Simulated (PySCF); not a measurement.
Molecule: `n1c(N)cccc1`, C₅H₆N₂.

Atoms are numbered as in `[NH2:1][c:2]1[cH:3][cH:4][cH:5][cH:6][n:7]1`. Each H is labelled by its parent atom.

Geometry PBE0-D3(BJ)/def2-SVP throughout; GIAO in PySCF 2.14, gas phase, one conformer, non-relativistic; equivalent atoms averaged; basis pcSseg-1.

(1) How do the absolute shieldings σ depend on the functional? (a selection of nuclei; ppm; last column core-seconds on shared hosts with different chips, so compare them loosely; the GGAs took longer than the global hybrids here, which isn't the general rule, and the cause wasn't traced)

(2) Which nucleus among those listed moves most, in ppm?

Results:

(1) 
```tsv
functional	kind	N1	C6	C4	C3	H(C6)	H(C4)	H(C5)	H(C3)	H(N1)	core-s
LDA	LDA	168.2	23.3	36.5	69.2	22.70	23.55	24.39	24.62	27.04	14
BLYP	GGA	166.0	22.8	35.8	68.1	23.41	24.29	25.16	25.37	27.70	18
BP86	GGA	168.9	28.0	41.0	73.0	23.22	24.08	24.95	25.18	27.54	17
B97-D	GGA	170.3	31.6	44.3	75.7	23.44	24.30	25.18	25.41	27.68	20
PBE0	global hybrid	176.9	29.3	41.4	75.8	23.09	23.86	24.79	25.06	27.45	13
WP04	global hybrid	164.0	17.6	30.1	63.0	23.68	24.51	25.33	25.64	27.65	12
CAM-B3LYP	range-separated hybrid	178.9	23.0	34.6	71.3	23.18	23.91	24.89	25.13	27.55	15
wB97X-D	range-separated hybrid	179.4	27.6	39.3	75.5	23.18	23.91	24.89	25.16	27.56	15
```

(2) N1 (aniline-type nitrogen): from 164.0 ppm with WP04 to 179.4 ppm with wB97X-D. The smallest spread is 0.66 ppm, at H(N1). Proton shifts span only some 12 ppm, so a few tenths of a ppm matter as much there as several ppm in carbon.
